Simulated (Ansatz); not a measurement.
Isolated molecules relaxed with PBE0-D4/def2-TZVP in Ansatz; ΔE leaves out vibrations. CCSD(T)/CBS adds triple-zeta CCSD(T) − MP2 to the extrapolated MP2 energy (def2 sets, frozen cores). This one scheme is used for every species. DFT in def2-TZVPP. Each species was taken in one conformer, which may not be the lowest.

Consider the silylene loss: `OCOB[SiH3]` → `BOCO` + `[SiH2]`.

`OCOB[SiH3]`:

```xyz
12

O     0.702   -0.090   -1.666
C    -0.431    0.651   -1.375
O    -1.347   -0.072   -0.567
B    -1.007   -0.488    0.673
Si    0.789   -0.171    1.573
H     0.459   -0.819   -2.245
H    -0.091    1.543   -0.846
H    -0.988    0.932   -2.273
H    -1.861   -1.120    1.233
H     1.552    1.002    1.062
H     1.633   -1.387    1.393
H     0.591    0.017    3.039
```

`BOCO`:

Z-matrix (Å, degrees):
```
C
O 1 1.416
O 1 1.382 2 111.0
H 1 1.096 2 106.2 3 -122.2
H 1 1.093 2 110.1 3 118.1
B 2 1.344 1 121.5 3 -104.2
H 3 0.962 1 108.8 2 -65.4
H 6 1.202 2 120.0 1 -2.9
H 6 1.196 2 117.0 1 177.8
```

`[SiH2]`:

Z-matrix (Å, degrees):
```
Si
H 1 1.525
H 1 1.525 2 91.2
```

CCSD(T)/CBS gives +212.4 kJ/mol.

(1) Another level gave +214.0 kJ/mol. Which?
A. LDA (SPW92)/def2-TZVPP
B. r2SCAN-D4/def2-TZVPP
C. PBE-QIDH/def2-TZVPP
D. CAM-B3LYP-D4/def2-TZVPP

Largest T1 diagnostic among the species: 0.014.

Answers

(1) D. CAM-B3LYP-D4 214.0, LDA (SPW92) 253.6, r2SCAN-D4 236.4, PBE-QIDH 228.1 kJ/mol.

At CCSD(T), def2-SVP lies −8.8 kJ/mol from the extrapolated value and def2-TZVPP −5.5 kJ/mol. Leaving LDA and LC-ωPBE aside and taking each functional with its dispersion term where it has one, the values, not all of them listed here, spread over 34.9 kJ/mol, from BLYP-D4 to r2SCAN-D4. LDA lies +37.1 kJ/mol from PBE without D4. In def2-TZVPP, CCSD(T) changes the Hartree–Fock value by +25.0 kJ/mol (the triples alone add +6.0 kJ/mol) and MP2 by +37.8 kJ/mol.
